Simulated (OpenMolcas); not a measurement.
# OpenMolcas run: Ni4+

Input:

```
&GATEWAY
Coord
1

Ni 0.0 0.0 0.0
Basis=ANO-R2
Group=XYZ
NoMove
AngMom=0.0 0.0 0.0
AMFI
&SEWARD
* reference wave functions (RASSCF and RASSI steps not shown): 6 electrons in 5 orbitals (3d)
>>> COPY JOB001 $Project.JobIph
&CASPT2
XMultistate=5 1 2 3 4 5
Frozen=1 0
IPEA=0.4
Imaginary=0.5
MaxIter=60
WThr=0.0 0.3 0.05
PrWF=0.5
NoMix
>>> COPY JOB002 $Project.JobIph
&CASPT2
XMultistate=45 1 2 3 4 5 6 7 8 9 10 11 12 13 14 15 16 17 18 19 20 21 22
23 24 25 26 27 28 29 30 31 32 33 34 35 36 37 38 39 40 41 42 43 44 45
Frozen=1 0
IPEA=0.4
Imaginary=0.5
MaxIter=60
WThr=0.0 0.3 0.05
PrWF=0.5
NoMix
>>> COPY JOB003 $Project.JobIph
&CASPT2
XMultistate=50 1 2 3 4 5 6 7 8 9 10 11 12 13 14 15 16 17 18 19 20 21 22
23 24 25 26 27 28 29 30 31 32 33 34 35 36 37 38 39 40 41 42 43 44 45 46
47 48 49 50
Frozen=1 0
IPEA=0.4
Imaginary=0.5
MaxIter=60
WThr=0.0 0.3 0.05
PrWF=0.5
NoMix
```

Launched by
```bash
OMP_NUM_THREADS=1 MOLCAS_MEM=2252 MOLCAS_PROJECT=a pymolcas a.inp > a.log  # once for each step of the input, in one work folder
```

Output, cut to the results:

```
--- CASPT2 ---
Orbital specifications:
      -----------------------

      Symmetry species                           1   2
                                                ag  au
      Frozen orbitals                            1   0
      Inactive orbitals                          2   6
      Active orbitals                            5   0
      Secondary orbitals                        27  23
      Deleted orbitals                           0   0
      Number of basis functions                 35  29
Type of calculation                        XMS-CASPT2
      Fock operator                              state-average
      IPEA shift                                 0.40
      Real shift                                 0.00
      Imaginary shift                            0.50
      The input orbitals will be transformed to quasi-canonical
      The input states will be rotated to diagonalize the Fock operator
Reference energy:       -1515.1204197309
      E2 (Non-variational):      -0.5500514512
      Shift correction:          -0.0011603087
      E2 (Variational):          -0.5512117599
      Total energy:           -1515.6716314908
      Residual norm:              0.0000003493
      Reference weight:           0.95998
      Contributions to the CASPT2 correlation energy
      Active & Virtual Only:         -0.1272863598
      One Inactive Excited:          -0.2646983843
      Two Inactive Excited:          -0.1580667072
Reference energy:       -1515.1204197309
      E2 (Non-variational):      -0.5501108840
      Shift correction:          -0.0011607033
      E2 (Variational):          -0.5512715874
      Total energy:           -1515.6716913183
      Residual norm:              0.0000003498
      Reference weight:           0.95997
      Contributions to the CASPT2 correlation energy
      Active & Virtual Only:         -0.1273150902
      One Inactive Excited:          -0.2647289781
      Two Inactive Excited:          -0.1580668158
::    XMS-CASPT2 Root  1     Total energy:  -1515.67176298
::    XMS-CASPT2 Root  2     Total energy:  -1515.67169783
::    XMS-CASPT2 Root  3     Total energy:  -1515.67163590
::    XMS-CASPT2 Root  4     Total energy:  -1515.67158629
::    XMS-CASPT2 Root  5     Total energy:  -1515.67156878
--- CASPT2 ---
Orbital specifications:
      -----------------------

      Symmetry species                           1   2
                                                ag  au
      Frozen orbitals                            1   0
      Inactive orbitals                          2   6
      Active orbitals                            5   0
      Secondary orbitals                        27  23
      Deleted orbitals                           0   0
      Number of basis functions                 35  29
Type of calculation                        XMS-CASPT2
      Fock operator                              state-average
      IPEA shift                                 0.40
      Real shift                                 0.00
      Imaginary shift                            0.50
      The input orbitals will be transformed to quasi-canonical
      The input states will be rotated to diagonalize the Fock operator
Reference energy:       -1514.9870481090
      E2 (Non-variational):      -0.5709810265
      Shift correction:          -0.0012176240
      E2 (Variational):          -0.5721986506
      Total energy:           -1515.5592467596
      Residual norm:              0.0000003338
      Reference weight:           0.95799
      Contributions to the CASPT2 correlation energy
      Active & Virtual Only:         -0.1416977279
      One Inactive Excited:          -0.2615338936
      Two Inactive Excited:          -0.1677494050
Reference energy:       -1514.9870481090
      E2 (Non-variational):      -0.5612278261
      Shift correction:          -0.0011293533
      E2 (Variational):          -0.5623571794
      Total energy:           -1515.5494052884
      Residual norm:              0.0000003320
      Reference weight:           0.95948
      Contributions to the CASPT2 correlation energy
      Active & Virtual Only:         -0.1336760284
      One Inactive Excited:          -0.2680882743
      Two Inactive Excited:          -0.1594635234
::    XMS-CASPT2 Root  1     Total energy:  -1515.54461670
::    XMS-CASPT2 Root  2     Total energy:  -1515.54363599
::    XMS-CASPT2 Root  3     Total energy:  -1515.54262623
::    XMS-CASPT2 Root  4     Total energy:  -1515.54200219
::    XMS-CASPT2 Root  5     Total energy:  -1515.54106464
::    XMS-CASPT2 Root  6     Total energy:  -1515.54063214
::    XMS-CASPT2 Root  7     Total energy:  -1515.54047187
::    XMS-CASPT2 Root  8     Total energy:  -1515.54034740
::    XMS-CASPT2 Root  9     Total energy:  -1515.54003480
::    XMS-CASPT2 Root 10     Total energy:  -1515.53962470
::    XMS-CASPT2 Root 11     Total energy:  -1515.53933730
::    XMS-CASPT2 Root 12     Total energy:  -1515.53910713
::    XMS-CASPT2 Root 13     Total energy:  -1515.53866923
::    XMS-CASPT2 Root 14     Total energy:  -1515.53847123
::    XMS-CASPT2 Root 15     Total energy:  -1515.53256947
::    XMS-CASPT2 Root 16     Total energy:  -1515.53212430
::    XMS-CASPT2 Root 17     Total energy:  -1515.53160385
::    XMS-CASPT2 Root 18     Total energy:  -1515.53126679
::    XMS-CASPT2 Root 19     Total energy:  -1515.53069973
::    XMS-CASPT2 Root 20     Total energy:  -1515.52992912
::    XMS-CASPT2 Root 21     Total energy:  -1515.52971942
::    XMS-CASPT2 Root 22     Total energy:  -1515.51403593
::    XMS-CASPT2 Root 23     Total energy:  -1515.51357825
::    XMS-CASPT2 Root 24     Total energy:  -1515.51339307
::    XMS-CASPT2 Root 25     Total energy:  -1515.51306319
::    XMS-CASPT2 Root 26     Total energy:  -1515.51282110
::    XMS-CASPT2 Root 27     Total energy:  -1515.51236652
::    XMS-CASPT2 Root 28     Total energy:  -1515.51192642
::    XMS-CASPT2 Root 29     Total energy:  -1515.51146535
...
```

In XMS-CASPT2 the single-state energies belong to rotated reference states; over a whole degenerate manifold the rotation is arbitrary, and only the multistate roots count.

Levels above the lowest, from the spin-orbit matrix with the multistate effective Hamiltonian, averaged by term, added to it:

```tsv
Configuration	Term	J	E (eV)	Measured (eV)	g	Term weight %	Second
3d6	5D	4	0.0000	0.0000	1.501	100	
3d6	5D	3	0.1052	0.1103	1.501	100	
3d6	5D	2	0.1774	0.1847	1.501	100	
3d6	5D	1	0.2235	0.2320	1.501	100	
3d6	5D	0	0.2460	0.2551		100	
3d6	3P(1)	2	3.456	3.2426	1.499	99	
3d6	3H	6	3.635	3.3614	1.166	100	
3d6	3H	5	3.683	3.4193	1.038	97	3 3G
3d6	3H	4	3.711	3.4541	0.836	90	5 3F(1)
3d6	3P(1)	1	3.765	3.5580	1.499	99	
3d6	3F(1)	4	3.870	3.6109	1.209	89	8 3H
3d6	3P(1)	0	3.885	3.6749		98	
3d6	3F(1)	3	3.922	3.6663	1.072	96	4 3G
3d6	3F(1)	2	3.961	3.7070	0.668	99	
3d6	3G	5	4.396	4.1233	1.196	97	3 3H
3d6	3G	4	4.491	4.2231	1.054	94	4 3F(1)
3d6	3G	3	4.529	4.2671	0.762	96	4 3F(1)
3d6	3D	2	5.450	5.1611	1.165	97	2 1D(1)
3d6	3D	1	5.453	5.1703	0.502	100	
3d6	1I	6	5.460	5.1146	1.001	100	
3d6	3D	3	5.486	5.1974	1.333	100	
3d6	1G(1)	4	5.543	5.2331	1.001	98	
3d6	1S(1)	0	6.197	5.9140		98	
3d6	1D(1)	2	6.331	6.0265	1.003	97	2 3D
```

Against the 23 measured excited levels shown (Corliss and Sugar, J. Phys. Chem. Ref. Data 10, 197 (1981)) the mean absolute deviation is 1800 cm-1; the largest miss in energy is 3d6 1I6: computed 5.460, measured 5.1146 eV (+6.8 %), and the largest in proportion 3d6 3H6 (+8.2 %).

CASPT2 does not keep the components of a term degenerate, so their means are used; among the terms shown or strongly mixed into the levels shown the widest spread is 1300 cm-1 (3d6 1I). Terms from blocks run as CI alone lack orbitals of their own. The CASPT2 spread within a term exceeds the gap to the next term for 3d6 3P(1) and 3d6 3H, 3d6 1I and 3d6 3D, 3d6 3D and 3d6 1G(1), so the order of their levels is uncertain. Measured partners are found by configuration, term and J. A level has none where our copy of the source lacks it or the pairing is in doubt (some pairs that miss far off the trend of their configuration count as doubtful), and it then counts in no deviation. Levels of configurations outside the active space are missing. The table shows the lowest 24 of 34 levels.

The term weight is that of the spin-free term in the level, not the purity of its configuration. A number in round brackets counts repeated terms of one configuration in the order of the reference energies.
